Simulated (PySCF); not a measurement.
## Two-component Hartree-Fock for Pb(65+) (lead, charge +65)

Start: [Ne] 3s2 3p5; 3p1/2 filled at m_j = -1/2, +1/2; 3p3/2 filled at m_j = -1/2, +1/2, +3/2. Calculated with PySCF 2.14 in an uncontracted even-tempered set (17 s from 22 bohr⁻², ratio 2.4; 14 p from 29 bohr⁻², ratio 2.4; 4 d from 100 bohr⁻², ratio 2.6; 4 f from 150 bohr⁻², ratio 2.6): generalised Hartree-Fock with the X2C-1e Hamiltonian and a Gaussian nucleus; one run each with spin-orbit coupling (SO) switched off, then screened by Boettger's factors.

| spinor shell | electrons | ε, spin-free (eV) | ε, screened SO (eV) | weight of nominal j (screened SO) | rms radius, screened SO (bohr) |
| --- | --- | --- | --- | --- | --- |
| 1s1/2 | 2 | -93832.3 | -93790.5 | 1.000 | 0.0181 |
| 2s1/2 | 2 | -21123.3 | -21109.1 | 1.000 | 0.0722 |
| 2p1/2 | 2 | -18886.8 | -20501.1 | 1.000 | 0.0609 |
| 2p3/2 | 4 | -18886.8 | -18261.7 | 1.000 | 0.0689 |
| 3s1/2 | 2 | -8336.8 | -8332.1 | 1.000 | 0.175 |
| 3p1/2 | 2 | -7675.5 | -8093.3 | 1.000 | 0.165 |
| 3p3/2 | 3 | -7675.5 | -7509.4 | 1.000 | 0.179 |

```
   quantity     spin-free   screened SO
E (hartree)  -16032.88010  -16075.47981
        M_J           3/2           3/2
       ⟨J²⟩         3.750         3.750
       ⟨L²⟩         2.000         2.073
       ⟨S²⟩         0.750         0.823
```

Each row is a mean over spinors that exchange with the open shell spreads, by up to 32.056 eV (3s1/2).

Breit and QED terms are absent; they matter most for the inner s and p1/2 levels.

Densities and radii are taken from the X2C orbitals without a picture-change correction, which distorts them close to the nucleus.

Without spin-orbit coupling the j labels of p, d and f shells carry no meaning; the spin-free column gives the mean over the occupied spinors of each nl shell.
